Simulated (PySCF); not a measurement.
An unknown is described by computed data only.

Formula: C6H11F.

| Item | Value |
| --- | --- |
| 13C NMR | chemical shifts (computed TMS as zero) by class: 161.8 (1 C), 116.5 (1 C), 89.4 (1 C), 40.4 (1 C), 34.4 (1 C), 15.7 (1 C) ppm [GIAO PBE0/pcSseg-1] |
| Rotational structure | rotational constants A, B, C: 3.124, 2.063, 1.438 GHz [GFN2-xTB] |
| NMR, other nuclei | isotropic shieldings of nuclei other than C and H, by class: 414 (1 F) ppm [GIAO PBE0/pcSseg-1] |
| 1H NMR | chemical shifts (computed TMS as zero) by class: 5.08 (1 H), 4.91 (1 H), 4.79 (2 H), 2.47 (2 H), 2.39 (2 H), 1.14 (3 H) ppm [GIAO PBE0/pcSseg-1] |
| Dipole | 1.27 D [PBE0/pcSseg-1] |

Gas-phase values; electronic properties from PySCF, density fitting. Levels stand in brackets. One conformer (not necessarily the lowest) at the GFN2-xTB geometry, without solvent, vibrations or thermal averaging. NMR values are class means; diastereotopic atoms form classes of their own.

Question: Propose a structure and show how it fits.

Answer: Numbering: `[CH2:1]=[C:2]([CH2:3][CH3:4])[CH2:5][CH2:6][F:7]`. Its formula, C6H11F, gives 1 degree of unsaturation: 0 rings and 1 π bond in the structure found. 6 carbons fall into 6 classes; from least to most shielded: fully substituted alkene carbon [C2] (161.8 ppm), terminal =CH2 carbon [C1] (116.5 ppm), sp3 C–F carbon [C6] (89.4 ppm), allylic carbon [C5] (40.4 ppm), allylic carbon [C3] (34.4 ppm), methyl carbon [C4] (15.7 ppm). Hydrogen classes from least to most shielded: 1 H on a terminal =CH2 carbon, C1 (5.08 ppm), 1 H on a terminal =CH2 carbon, C1 (4.91 ppm), 2 H on an sp3 C–F carbon, C6 (4.79 ppm), 2 H on an allylic carbon, C5 (2.47 ppm, a mean of values up to 1.0 ppm apart in this geometry), 2 H on an allylic carbon, C3 (2.39 ppm), 3 H on a methyl carbon, C4 (1.14 ppm, a mean of values up to 0.8 ppm apart in this geometry). The other shieldings belong to: 414 ppm, alkyl fluorine [F7]. The optimised geometry has point group C1 and is an asymmetric top. Structure: `C=C(CC)CCF`. Computed isomers that give other values at the same levels: `FC1CCCCC1` (13C chemical shifts (computed TMS as zero) by class: 90.3 (1 C), 35.3 (2 C), 30.0 (1 C), 24.3 (2 C) ppm); `C=C[C@@H](F)CCC` (rotational constant A: 6.426 GHz; this holds for the one conformer computed); `C=C[C@@H](C)[C@@H](C)F` (13C chemical shifts (computed TMS as zero) by class: 152.9 (1 C), 119.2 (1 C), 95.4 (1 C), 50.3 (1 C), 21.1 (1 C), 13.7 (1 C) ppm). The assignments are read from this structure; whether some other isomer fits the data as well wasn't checked.

The values belong to the conformer `[CH2:1]=[C:2]([CH2:3][CH3:4])[CH2:5][CH2:6][F:7]`: C1–C2–C3–C4 -116°, C1–C2–C5–C6 -115°, C2–C5–C6–F7 -79°.
